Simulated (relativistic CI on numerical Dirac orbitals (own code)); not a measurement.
**Slater and spin-orbit integrals, Kr⁺**

Calculated at this level of theory: Dirac-Coulomb-Breit CI, orbitals from a KLI potential per configuration, model QED, valence Slater integrals scaled by 0.85, P86 correlation energy added to each configuration (own radial code, finite nucleus).

Slater integrals F^k, G^k are unscaled and averaged over j, outside the closed core [Ar] 3d10; ζ comes from projecting the Hamiltonian with its Breit term on Σ l·s of the shell.

- 4s2.4p5: ζ(4p) = 3605.8 cm⁻¹; <r>(4p) = 1.841, <r^2>(4p) = 3.916 (bohr units).
- 4s2.4p4.5s: F^2(4p,4p) = 58604, ζ(4p) = 3975.1, G^1(4p,5s) = 4654.8 cm⁻¹; <r>(4p) = 1.774, <r^2>(4p) = 3.626, <r>(5s) = 4.332, <r^2>(5s) = 21.13 (bohr units).
- 4s2.4p4.4d: F^2(4p,4p) = 57830, ζ(4p) = 3917.4, F^2(4p,4d) = 29182, G^1(4p,4d) = 32190, G^3(4p,4d) = 19135, ζ(4d) = 29.32 cm⁻¹; <r>(4p) = 1.794, <r^2>(4p) = 3.714, <r>(4d) = 3.481, <r^2>(4d) = 14.67 (bohr units).

In this model ζ of a weakly bound d, f or g electron outside closed shells comes out too small, for d by up to a factor of two or three and at times with the wrong sign; that of an outer p electron is too small as well.

For a near-neutral ion this model can misplace configurations by up to about 10,000 cm⁻¹ (more where the count of f electrons changes) and terms by 10 to 25 % of their spread. Rates follow the energies as ν³ (E1, M1) or ν⁵ (E2), so they and the lifetimes can be off by large factors. The fine structure of a lone outer electron comes out too small, for d and f at times inverted, and misplaced configurations move strength between like terms. 24 of the 28 excited levels that our extract of the measured tables holds in this range could be paired (the sources list more); they are missed by 3707 cm⁻¹ on average and 6751 at most, and levels without a partner can miss by more.

Averages of the first 10 configurations, taken without configuration mixing, which lowers the lowest level and can move excited configurations by several eV; other configurations of the list can lie among them:

```json
{"Configuration": "4s2.4p5", "Parity": "odd", "States": "6", "Average energy above the lowest level (eV)": "1.0"}
{"Configuration": "4s.4p6", "Parity": "even", "States": "2", "Average energy above the lowest level (eV)": "18.8"}
{"Configuration": "4s2.4p4.5s", "Parity": "even", "States": "30", "Average energy above the lowest level (eV)": "16.2"}
{"Configuration": "4s2.4p4.4d", "Parity": "even", "States": "150", "Average energy above the lowest level (eV)": "18.0"}
{"Configuration": "4s2.4p4.5p", "Parity": "odd", "States": "90", "Average energy above the lowest level (eV)": "18.7"}
{"Configuration": "4s2.4p4.6s", "Parity": "even", "States": "30", "Average energy above the lowest level (eV)": "21.3"}
{"Configuration": "4s2.4p4.5d", "Parity": "even", "States": "150", "Average energy above the lowest level (eV)": "22.0"}
{"Configuration": "4s.4p5.4d", "Parity": "odd", "States": "120", "Average energy above the lowest level (eV)": "35.2"}
{"Configuration": "4s2.4p4.6p", "Parity": "odd", "States": "90", "Average energy above the lowest level (eV)": "22.3"}
{"Configuration": "4s2.4p4.4f", "Parity": "odd", "States": "210", "Average energy above the lowest level (eV)": "22.9"}
```
